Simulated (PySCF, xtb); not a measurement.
Si(H)2(Me)(NH2) (CH₇NSi), SMILES C[SiH2]N. Other conformers were not sampled.

Harmonic wavenumbers (cm⁻¹) from xtb 6.7.1 with GFN2-xTB at its own minimum, in rising order: 123, 154, 206, 461, 514, 613, 693, 729, 761, 803, 816, 846, 909, 1380, 1497, 1500, 1532, 2241, 2245, 3023, 3027, 3043, 3475, 3506.

Question: What does PBE0-D3(BJ)/def2-SVP (PySCF) give at its own minimum? (An estimate is asked for; the answer gives what the named calculation found.)

Answer: 162, 180, 231, 367, 464, 658, 664, 746, 848, 891, 911, 924, 944, 1259, 1428, 1430, 1546, 2219, 2219, 3049, 3154, 3157, 3612, 3711. Paired by order, the mean absolute difference is 68 cm⁻¹ and the zero-point energies are 48.7 and 49.7 kcal/mol.
